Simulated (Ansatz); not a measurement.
`[SiH3][Al]1[NH][GeH2]1` + H₂ → `[NH]1[AlH][GeH2]1` + SiH₄ at 600 K and 1 bar (hydrogenolysis of the Al–Si bond).

Gas-phase electronic energies from Ansatz, PBE0-D4/def2-TZVP geometries. CCSD(T)/CBS is the MP2 limit (def2-TZVPP, def2-QZVPP) plus CCSD(T) − MP2 in def2-TZVPP, frozen cores. This one scheme is used for every species. For Ge outer-core shells are correlated without core-valence functions, which leaves a few kJ/mol of doubt a bond. Scalar relativity is left out up to krypton.

```
                 species  CCSD(T)/CBS energy (Eh)  H − E (kJ/mol)  S (J/(mol·K))
`[SiH3][Al]1[NH][GeH2]1`              -2665.50747           212.8          477.4
                      H₂                 -1.17544            43.9          150.8
     `[NH]1[AlH][GeH2]1`              -2375.22111           144.0          367.6
                    SiH₄               -291.46306           108.7          242.3
```

H − E and S are ideal-gas, rigid-rotor, harmonic terms from PBE0-D4/def2-TZVP, for one conformer and one mirror image of each species. For small species the MP2-based limit differs from directly extrapolated CCSD(T) by up to some mEh (0.8 for H₂); such offsets cancel only in part. 1 Eh = 2625.50 kJ/mol, R = 8.31446 J/(mol·K).

Task: By hand: ΔE, ΔH, ΔS and ΔG.

Result: ΔE = (-2375.22111) + (-291.46306) − (-2665.50747) − (-1.17544) = -0.00126 Eh = -3.3 kJ/mol. Δ(H − E) = 144.0 + 108.7 − 212.8 − 43.9 = -4.0, so ΔH = -7.3 kJ/mol. ΔS = 367.6 + 242.3 − 477.4 − 150.8 = -18.3 J/(mol·K). ΔG = -7.3 − 600 × (-18.3)/1000 = 3.7 kJ/mol.

Task: By hand: the equilibrium constant, and the temperature at which ΔG would vanish if ΔH and ΔS stayed fixed.

Result: log₁₀ K = −ΔG/(RT ln 10) = -0.3. ΔG = 0 at ΔH/ΔS = 399 K, though so small a ΔH makes that figure unsure.

TΔS isn't small against ΔH here. The sign of ΔG lies within the doubt. A doubt of 5 kJ/mol in ΔE shifts log₁₀ K by 0.4 here. Other conformers and mirror images would add mixing entropy, several J/(mol·K) or more a flexible species. Modes under 60 cm⁻¹, often nearly free rotors, make the harmonic entropy too high. These are equilibria of isolated gas molecules and say nothing of rates. Largest T1 diagnostic: 0.015 (customary marks: 0.02 for closed shells, 0.045 for open ones).
